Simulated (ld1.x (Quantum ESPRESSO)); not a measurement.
**An all-electron radial function and its pseudo partner (P)**

Columns: radius, all-electron u(r) and pseudo u(r) of the 3s shell (level -13.97 eV) of phosphorus in the configuration [Ne] 3s2 3p3; PBE, scalar-relativistic, RRKJ scheme, ld1.x (Quantum ESPRESSO) 7.5.

```csv
r (bohr),all-electron,pseudo
0.088,0.1495,0.0299
0.175,-0.1160,0.0605
0.262,-0.3132,0.0928
0.350,-0.3750,0.1283
0.438,-0.3279,0.1676
0.525,-0.2163,0.2112
0.612,-0.0735,0.2602
0.700,0.0794,0.3156
0.788,0.2263,0.3767
0.875,0.3575,0.4418
0.962,0.4709,0.5093
1.050,0.5663,0.5771
1.138,0.6429,0.6406
1.225,0.7014,0.6952
1.312,0.7440,0.7387
1.400,0.7726,0.7696
1.487,0.7882,0.7870
1.575,0.7931,0.7929
1.662,0.7889,0.7889
1.750,0.7772,0.7772
1.838,0.7594,0.7594
1.925,0.7373,0.7373
2.012,0.7116,0.7116
2.100,0.6831,0.6831
2.188,0.6527,0.6527
2.275,0.6217,0.6217
```

(1) How many radial nodes do the two functions have?

(2) At about which radius was the pseudo-wave matched?

(3) Is the pseudo-wave norm-conserving?

## Answers

(1) The all-electron 3s function has n − l − 1 = 2; the pseudo-wave has 0, since the states of the same l below it are removed with the core.

(2) 1.75 bohr. The columns agree to 0.0005 from 1.57 bohr on; several derivatives are matched, so the curves merge somewhat inside the radius.

(3) Yes: the RRKJ scheme keeps the norm inside the radius equal to the all-electron one, which fixes the energy derivative of the logarithmic derivative at the level.
